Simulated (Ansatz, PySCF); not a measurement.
This Ansatz (an electronic-structure program) input computes a B3LYP/def2-TZVPD energy:

Ansatz 0.2 input:
```yaml
crystal:
  periodic: [false, false, false]
  atoms:
    - {symbol: Sb, position_ang: [0.02790645, 0.01345213, 0.88671510]}
    - {symbol: Br, position_ang: [0.85130968, -1.68236795, -0.64809325]}
    - {symbol: Br, position_ang: [-0.89197336, 1.66276628, -0.64397732]}
basis:
  gaussian:
    orbitals: def2-TZVPD
hamiltonian:
  xc: {name: B3LYP}
total_charge: 1
output: {forces: true}
```

Task: Write an input for the same energy in PySCF and say what it gives.

Result: 
```python
from pyscf import gto, scf, dft

mol = gto.M(
    atom='''
    Sb    0.02790645    0.01345213    0.88671510
    Br    0.85130968   -1.68236795   -0.64809325
    Br   -0.89197336    1.66276628   -0.64397732
    ''',
    basis='def2-tzvpd',
    ecp='def2-tzvp',
    charge=1,
    spin=0,
    verbose=4,
)

mf = dft.RKS(mol, xc='b3lyp').density_fit(auxbasis='def2-universal-jkfit')
mf.grids.level = 3
mf.conv_tol = 1e-9
mf.max_cycle = 100
mf.max_memory = 1500
mf.kernel()
if not mf.converged:
    mf = mf.newton()
    mf.kernel(mf.make_rdm1())
mf.analyze()
```
It gives -5388.48421 Eh, and Ansatz -5388.48416 Eh, a difference of 0.05 mEh, from the treatment of integrals and grids.
